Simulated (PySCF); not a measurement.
1-ethynyl-1-methylcyclopropane (C6H8), SMILES C(C1(C)CC1)#C. Atoms are numbered in the order given.

```xyz
14

C      0.1657     2.4235     0.0000
C      0.0334     1.2207     0.0000
C     -0.1487    -0.2242     0.0000
C     -1.5967    -0.6863     0.0000
C      0.8767    -1.0483     0.7499
C      0.8767    -1.0483    -0.7499
H      0.2863     3.4924     0.0000
H     -2.1246    -0.3154     0.8924
H     -1.6476    -1.7862     0.0000
H     -2.1246    -0.3154    -0.8924
H      0.5077    -1.9372     1.2707
H      1.6764    -0.5120     1.2671
H      0.5077    -1.9372    -1.2707
H      1.6764    -0.5120    -1.2671
```

Geometry: ωB97X-D3(BJ)/def2-SVP.

Level of theory: PBE/def2-TZVP run with PySCF.

Symmetry labels are those of the subgroup Cs that the program uses (full group Cs).

Question: List the valence orbital energies around the gap with their symmetry. (Estimate from the structure and the level; the computed values follow.)

Answer: 
| orbital | symmetry | energy (eV) |
|---|---|---|
| HOMO−7 | A" | -10.21 |
| HOMO−6 | A' | -9.68 |
| HOMO−5 | A' | -9.31 |
| HOMO−4 | A" | -8.98 |
| HOMO−3 | A" | -7.77 |
| HOMO−2 | A' | -7.67 |
| HOMO−1 | A' | -6.43 |
| HOMO | A" | -5.97 |
| LUMO | A' | 0.11 |
| LUMO+1 | A" | 0.17 |
| LUMO+2 | A' | 0.60 |
| LUMO+3 | A' | 1.10 |
